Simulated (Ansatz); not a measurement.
`CO[Si]F` + HBr → `CO[Si]Br` + H–F at 600 K and 1 bar (ligand exchange at the Si–F bond).

Computed with Ansatz on PBE0-D4/def2-TZVP structures; ΔE is electronic, products minus reactants. CCSD(T)/CBS is the MP2 limit (def2-TZVPP, def2-QZVPP) plus CCSD(T) − MP2 in def2-TZVPP, frozen cores. This one scheme is used for every species. For Br outer-core shells are correlated without core-valence functions, which leaves a few kJ/mol of doubt a bond. Scalar relativity is left out up to krypton. One conformer a species, not always the lowest.

| species | CCSD(T)/CBS energy (Eh) | H − E (kJ/mol) | S (J/(mol·K)) |
| --- | --- | --- | --- |
| `CO[Si]F` | -503.96814 | 161.1 | 368.2 |
| HBr | -2573.91920 | 33.5 | 219.1 |
| `CO[Si]Br` | -2977.47730 | 159.8 | 396.4 |
| H–F | -100.39570 | 42.3 | 194.0 |

H − E and S are ideal-gas, rigid-rotor, harmonic terms from PBE0-D4/def2-TZVP, for one conformer and one mirror image of each species. 1 Eh = 2625.50 kJ/mol, R = 8.31446 J/(mol·K).

By hand: ΔE, ΔH, ΔS and ΔG.

ΔE = (-2977.47730) + (-100.39570) − (-503.96814) − (-2573.91920) = 0.01434 Eh = 37.6 kJ/mol. Δ(H − E) = 159.8 + 42.3 − 161.1 − 33.5 = 7.5, so ΔH = 45.1 kJ/mol. ΔS = 396.4 + 194.0 − 368.2 − 219.1 = 3.1 J/(mol·K). ΔG = 45.1 − 600 × (3.1)/1000 = 43.2 kJ/mol.

By hand: the equilibrium constant, and the temperature at which ΔG would vanish if ΔH and ΔS stayed fixed.

log₁₀ K = −ΔG/(RT ln 10) = -3.8. ΔG = 0 at ΔH/ΔS = 14548 K, far beyond where these terms or the molecules hold.

The number of gas molecules stays the same, so ΔS is small and ΔH decides. A doubt of 5 kJ/mol in ΔE shifts log₁₀ K by 0.4 here. Other conformers and mirror images would add mixing entropy, several J/(mol·K) or more a flexible species. These are equilibria of isolated gas molecules and say nothing of rates. Largest T1 diagnostic: 0.014 (customary marks: 0.02 for closed shells, 0.045 for open ones).
